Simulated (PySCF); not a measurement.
C₄H₉O, SMILES CC(C)(C)[O], multiplicity 2. Atoms are numbered in the order given.

```xyz
14

C     -0.6055     1.3752     0.0000
C      0.0985    -0.0305     0.0000
C     -0.3029    -0.7992    -1.2800
C     -0.3029    -0.7992     1.2800
O      1.4216     0.3004     0.0000
H     -1.7006     1.2040     0.0000
H     -0.3183     1.9466     0.9023
H     -0.3183     1.9466    -0.9023
H     -1.3939    -0.9946    -1.3130
H      0.2253    -1.7730    -1.3098
H     -0.0109    -0.2215    -2.1783
H     -0.0109    -0.2215     2.1783
H     -1.3939    -0.9946     1.3130
H      0.2253    -1.7730     1.3098
```
Charge 0, spin multiplicity 2.

The structure is a stationary point at PBE-D3(BJ)/def2-SVP. The isomer is the one that the SMILES or the coordinates give; other isomers of the formula were not compared.

Level of theory: PBE-D3(BJ)/def2-SVP (PySCF).

No scaling factor is applied to the harmonic values.

Give all harmonic wavenumbers and intensities. (Estimate from the structure and the level; the computed values follow.)


```tsv
mode	ν (cm⁻¹)	IR (km/mol)	moving atoms (share of kinetic energy)
1	180	0.0	H 99 %
2	246	0.1	H 96 %
3	248	0.1	H 96 %
4	312	1.5	C 45 %, H 31 %, O 24 %
5	318	2.4	C 49 %, H 37 %, O 13 %
6	394	2.0	H 40 %, C 40 %, O 20 %
7	407	0.3	C 44 %, O 35 %, H 21 %
8	422	3.8	C 49 %, H 28 %, O 22 %
9	720	1.6	C 74 %, H 21 %
10	853	5.8	H 71 %, C 29 %
11	863	1.9	C 59 %, H 34 %
12	907	1.4	H 62 %, C 21 %, O 17 %
13	910	0.0	H 83 %, C 17 %
14	962	2.0	H 57 %, C 43 %
15	973	2.1	H 55 %, C 26 %, O 20 %
16	1087	2.3	C 54 %, H 46 %
17	1107	0.0	C 69 %, H 31 %
18	1210	26.3	C 62 %, H 31 %
19	1292	8.8	H 76 %, C 22 %
20	1297	0.4	H 81 %, C 19 %
21	1334	0.2	H 79 %, C 20 %
22	1371	0.4	H 95 %
23	1394	0.0	H 96 %
24	1402	2.4	H 96 %
25	1404	10.4	H 96 %
26	1411	7.0	H 96 %
27	1436	9.9	H 94 %
28	2971	21.2	H 97 %
29	2975	12.7	H 97 %
30	2980	5.1	H 97 %
31	3066	0.1	H 91 %, C 9 %
32	3071	26.5	H 91 %, C 9 %
33	3080	8.2	H 90 %, C 10 %
34	3081	11.3	H 91 %, C 9 %
35	3088	14.2	H 91 %, C 9 %
36	3102	11.8	H 90 %, C 10 %
```
